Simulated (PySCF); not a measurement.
C6H3FSi, SMILES C#C[Si](F)(C#C)C#C. Atoms are numbered in the order given.

```xyz
11

C     -2.5073    -1.4476     0.6950
C     -1.5002    -0.8661     0.3003
Si     0.0000     0.0000    -0.2748
F      0.0000     0.0000    -1.9104
C      1.5002    -0.8661     0.3003
C      2.5073    -1.4476     0.6950
C      0.0000     1.7323     0.3003
C      0.0000     2.8952     0.6950
H     -3.3958    -1.9606     1.0413
H      3.3958    -1.9606     1.0413
H      0.0000     3.9211     1.0413
```

Geometry optimised at PBE-D3(BJ)/def2-SVP.

Two levels are set side by side: PBE/pcSseg-1 (PySCF) and B3LYP/pcSseg-1 (PySCF). GIAO shifts against CFCl3 (¹⁹F), TMS (²⁹Si), TMS (¹H), TMS (¹³C) at the same level; non-relativistic, no solvent, atoms listed together averaged. Differences are taken from unrounded values.

| quantity | PBE |
|---|---|
| δ(¹³C) of C1, C6, C8 (ppm) | 102.2 |
| δ(¹³C) of C2, C5, C7 (ppm) | 86.7 |
| δ(²⁹Si) of Si3 (ppm) | -76.5 |
| δ(¹⁹F) of F4 (ppm) | -172.6 |
| δ(¹H) of H9, H10, H11 (ppm) | 2.87 |

**Question.** These are the PBE values. What does B3LYP give? (Estimate from the structure and the level; the computed values follow.)

**Answer.** 
```csv
quantity,B3LYP,PBE minus B3LYP
"δ(¹³C) of C1, C6, C8 (ppm)",103.7,-1.5
"δ(¹³C) of C2, C5, C7 (ppm)",86.7,0.0
δ(²⁹Si) of Si3 (ppm),-77.8,1.2
δ(¹⁹F) of F4 (ppm),-157.8,-14.8
"δ(¹H) of H9, H10, H11 (ppm)",2.91,-0.04
```

Rough cost on one machine, each run with all the roots and properties that it gave: B3LYP against PBE within a factor of 2.
